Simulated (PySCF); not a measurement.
Species: C4H3F2NSe.
Structure used (PBE0-D3(BJ)/def2-SVP), in Å, numbered top down from 1:
```
atom  x, y, z in Å
N1     3.111    0.168   -0.964
C2     2.067   -0.134   -0.566
C3     0.760   -0.504   -0.081
Se4   -0.601   -1.078   -1.424
C5    -1.517   -0.045   -0.017
F6    -1.970   -0.835    0.986
C7    -0.192    0.615    0.355
F8    -0.089    0.967    1.659
H9     0.831   -1.281    0.693
H10   -2.330    0.609   -0.362
H11   -0.034    1.501   -0.282
```

Linear response at CAM-B3LYP/def2-SVPD (PySCF, frozen core in the response, non-relativistic). The CAM-B3LYP/def2-SVPD calculation is non-relativistic and has no spin–orbit coupling, an omission that weighs most on selenium.

Static isotropic polarisability: 76.96 au (11.40 Å³), principal values 60.6, 77.3, 93.0 au.

Question: What is the polarisability at 1064 nm and at the sodium D line?

Answer: 77.66 au at 1064 nm (+0.9 %), 79.33 au at 589.3 nm (+3.1 %). The rise at 589.3 nm is 3.38 times that at 1064 nm; a pure ω² law gives 3.26. The lowest singlet lies at 307 nm, shorter than both wavelengths.

Question: What is the isotropic C6 coefficient between two such molecules, C6 = (3/π)∫α(iω)² dω?

Answer: 2419 au (Eh·bohr⁶) by a ten-point quadrature over imaginary frequencies, which is 1450 eV·Å⁶ or 139 J·nm⁶/mol.

Question: Which effective excitation energy ω̄ makes London's formula C6 = (3/4)α²ω̄ exact here?

Answer: ω̄ = 4·C6/(3α²) = 0.545 Eh = 14.8 eV. A one-pole form α(ω) = α/(1 − ω²/ω̄²) fitted to the 1064 nm value gives 12.3 eV.

Question: How anisotropic is the static polarisability, by Δα² = ½[(α1 − α2)² + (α2 − α3)² + (α3 − α1)²]?

Answer: Δα = 28.1 au, or 0.36 of the isotropic value.

Question: What molar refraction at the D line follows from R = (4π/3)·N_A·α′, with α′ the polarisability volume?

Answer: α′ = 11.76 Å³ gives R = 29.65 cm³/mol, for isolated, non-vibrating species.

Question: How many electrons N does the Slater–Kirkwood formula C6 = (3/4)·√N·α^(3/2) need to give this C6?

Answer: N = (4·C6/3)²/α³ = 22.8; the species has 86 electrons in all.

On one thread, Arm Neoverse V1 (aarch64), shared host with 32 logical CPUs at a one-minute load of 14, this took 52 s wall and 1.1 GiB of memory at its peak. This is the whole response run at CAM-B3LYP/def2-SVPD, SCF included.

One conformer stands for the species.
